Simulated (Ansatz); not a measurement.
Stepwise reaction of `[F][Y]([F])[F]` with water, as a gas-phase model of exchange steps in deposition or etching. ΔE in kJ/mol; ΔG adds harmonic PBE0-D4 terms to CCSD(T)/CBS, at 1 bar.

Program: Ansatz. Geometries: PBE0-D4/def2-TZVP. ΔE: electronic, gas phase. CBS: MP2 limit from def2 TZ/QZ plus the TZ coupled-cluster correction, frozen cores. This one scheme is used for every species. Functionals use def2-TZVPP. B3LYP here is the variant with VWN-RPA as its local correlation; programs differ in this. def2 core potentials past Kr. For Y outer-core shells are correlated without core-valence functions, which leaves a few kJ/mol of doubt a bond. Each species was taken in one conformer, which may not be the lowest.

```
step                                            reaction  PBE-D4  B3LYP-D4  ωB97M-V  CCSD(T)/CBS  ΔG(500 K)
   1    `[F][Y]([F])[F]` + H₂O → `[OH][Y]([F])[F]` + H–F    57.1      55.1     54.1         51.6       47.5
   2  `[OH][Y]([F])[F]` + H₂O → `[OH][Y]([OH])[F]` + H–F    60.0      58.5     57.1         54.1       54.2
```

(1) Give the row of step 3, `[OH][Y]([OH])[F]` + H₂O → `[OH][Y]([OH])[OH]` + H–F. (An estimate is asked.)

(2) By hand: ΔE of the 3 steps together at CCSD(T)/CBS.

## Answers

(1) Ansatz gave: 
```json
{"step": "3", "reaction": "`[OH][Y]([OH])[F]` + H₂O → `[OH][Y]([OH])[OH]` + H–F", "PBE-D4": "63.0", "B3LYP-D4": "61.8", "ωB97M-V": "60.2", "CCSD(T)/CBS": "56.6", "ΔG(500 K)": "60.6"}
```

(2) (51.6) + (54.1) + (56.6) = 162.3 kJ/mol, or 54.1 kJ/mol a step.

In ΔE each step is higher than the one before. All are uphill at CCSD(T)/CBS. ΔG lies between 47.5 and 60.6 kJ/mol a step. PBE-D4 differs from CCSD(T)/CBS by 5.5 to 6.4 kJ/mol a step. Isolated molecules leave out the surface, adducts and barriers. Largest T1 diagnostic: 0.015.
